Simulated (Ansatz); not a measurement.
One change: `C[S][AlH][F]` becomes `[F][AlH][S][SiH3]`.

Ansatz, PBE0-D4/def2-TZVP geometries, multiplicity 1. Each molecule was computed in one conformer, which needn't be the lowest.

| property | `C[S][AlH][F]` |
| --- | --- |
| HOMO–LUMO gap (PBE0/def2-TZVPP) / eV | 6.55 |
| size of the dipole moment (PBE/def2-TZVPP) / D | 2.57 |
| LUMO energy (PBE0/def2-TZVPP) / eV | -0.86 |
| HOMO energy (ωB97M-V/def2-TZVPP) / eV | -9.58 |
| ideal-gas entropy at 298 K and 1 bar (rigid rotor, harmonic PBE0-D4/def2-TZVP) / J/(mol·K) | 334 |
| HOMO energy (PBE/def2-TZVPP) / eV | -6.24 |

Problem. What does the change do to each property? (Best estimate.)

Solution. Computed: 
```tsv
property	`[F][AlH][S][SiH3]`	shift
HOMO–LUMO gap (PBE0/def2-TZVPP) / eV	6.91	0.36
size of the dipole moment (PBE/def2-TZVPP) / D	1.86	-0.71
LUMO energy (PBE0/def2-TZVPP) / eV	-1.09	-0.23
HOMO energy (ωB97M-V/def2-TZVPP) / eV	-10.14	-0.56
ideal-gas entropy at 298 K and 1 bar (rigid rotor, harmonic PBE0-D4/def2-TZVP) / J/(mol·K)	357	23
HOMO energy (PBE/def2-TZVPP) / eV	-6.83	-0.59
```

With PBE0 the HOMO falls by 0.59 eV and the LUMO falls by 0.23 eV, so the gap widens by about 0.36 eV. PBE moves the HOMO by -0.59 eV and ωB97M-V by -0.56 eV. Dipoles are sizes alone; their direction can turn. Modes under 60 cm⁻¹, often nearly free rotors, make the harmonic entropy too high.
